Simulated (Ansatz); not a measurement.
Relaxation of F$_{3}$Si (4 atoms, charge 0, multiplicity 2), to a largest force component of 0.015 eV/Å in at most 40 steps.

The calculation used UKS r2SCAN-D4/6-31G* in Ansatz 0.2.0.

```xyz
4
Properties=species:S:1:pos:R:3
F -0.099 0.926 1.687
Si -0.325 0.244 0.269
F -1.848 0.543 -0.080
F 0.500 1.154 -0.741
```

Q: Where does it end, and by what steps?

A: The run converged. After 3 steps the energy has fallen by 0.060 eV; Si2 moved furthest, 0.06 Å.

```json
{"step": "0", "energy less start (eV)": "0.0000", "largest force component (eV/Å)": "0.699", "accepted": "yes"}
{"step": "1", "energy less start (eV)": "-0.0473", "largest force component (eV/Å)": "0.368", "accepted": "yes"}
{"step": "2", "energy less start (eV)": "-0.0597", "largest force component (eV/Å)": "0.029", "accepted": "yes"}
{"step": "3", "energy less start (eV)": "-0.0598", "largest force component (eV/Å)": "0.003", "accepted": "yes"}
```

```xyz
4
Properties=species:S:1:pos:R:3
F -0.085 0.909 1.726
Si -0.339 0.300 0.271
F -1.880 0.516 -0.090
F 0.531 1.143 -0.771
```

The run took 9.7 s on 1 thread of AMD EPYC 9R45 96-Core Processor (Zen 5), with other jobs on the host, peak memory 0.17 GiB.
